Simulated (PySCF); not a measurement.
First SCF of a structure search on doublet WCl₃, at a hand-made T-shaped geometry. PySCF input:

```python
from pyscf import gto, scf, dft
mol = gto.M(atom='''
W      0.000000     0.000000     0.000000
Cl     0.000000     0.000000     2.360000
Cl     2.358600     0.000000     0.082400
Cl    -2.358600     0.000000     0.082400''',
    basis={'W': 'def2-TZVP', 'Cl': 'def2-TZVP'},
    ecp={'W': 'def2-TZVP'},
    charge=0, spin=1)
mf = dft.UKS(mol, xc='PBE0')
mf.grids.atom_grid = (50, 194)
aux = {'W': 'def2-universal-JKFIT', 'Cl': 'def2-universal-JKFIT'}
mf = mf.density_fit(auxbasis=aux)
mf.conv_tol = 1e-08
mf.diis_space = 10
mf.max_cycle = 60
mf.init_guess = 'minao'
mf.verbose = 4
mf.kernel()
```

Excerpt of the output (cycles alone):

```
init E= -1427.86598464212
cycle= 1 E= -1447.14243639993  delta_E= -19.3  |g|= 0.555  |ddm|= 5.14
cycle= 2 E= -1443.33929920602  delta_E=  3.8  |g|= 2.82  |ddm|= 2.06
cycle= 3 E= -1447.27921504715  delta_E= -3.94  |g|= 0.23  |ddm|= 1.71
cycle= 4 E= -1447.29680549257  delta_E= -0.0176  |g|= 0.146  |ddm|= 0.334
cycle= 5 E= -1447.30908224045  delta_E= -0.0123  |g|= 0.0259  |ddm|= 0.145
cycle= 6 E= -1447.30959245691  delta_E= -0.00051  |g|= 0.0137  |ddm|= 0.0459
cycle= 7 E= -1447.30986262116  delta_E= -0.00027  |g|= 0.00511  |ddm|= 0.034
cycle= 8 E= -1447.31005434155  delta_E= -0.000192  |g|= 0.00424  |ddm|= 0.0379
cycle= 9 E= -1447.31028715413  delta_E= -0.000233  |g|= 0.0026  |ddm|= 0.0592
cycle= 10 E= -1447.31041944382  delta_E= -0.000132  |g|= 0.00159  |ddm|= 0.0523
cycle= 11 E= -1447.31047010905  delta_E= -5.07e-05  |g|= 0.000629  |ddm|= 0.0468
cycle= 12 E= -1447.31047146441  delta_E= -1.36e-06  |g|= 0.000281  |ddm|= 0.00348
cycle= 13 E= -1447.31047186452  delta_E= -4e-07  |g|= 0.000132  |ddm|= 0.00196
cycle= 14 E= -1447.31047206876  delta_E= -2.04e-07  |g|= 5.09e-05  |ddm|= 0.00257
cycle= 15 E= -1447.31047207326  delta_E= -4.5e-09  |g|= 3.09e-05  |ddm|= 0.00028
Extra cycle  E= -1447.31047207395  delta_E= -6.94e-10  |g|= 5.06e-05  |ddm|= 0.000127
converged SCF energy = -1447.31047207395  <S^2> = 0.92126804  2S+1 = 2.1645028
```

This is not the lowest solution: another start and a stability analysis within the same unrestricted form found one 29.4 kJ/mol lower, at -1447.32168 Eh.

Other spin states or occupations of the open shell can lie lower. No spin–orbit coupling is included, which matters more the heavier the element.

The search for the lowest solution, 3 starts and the stability check together, took 30 s on 4 threads of a shared Arm Neoverse V1 host, with 151 basis functions; the process peaked at 0.77 GiB.
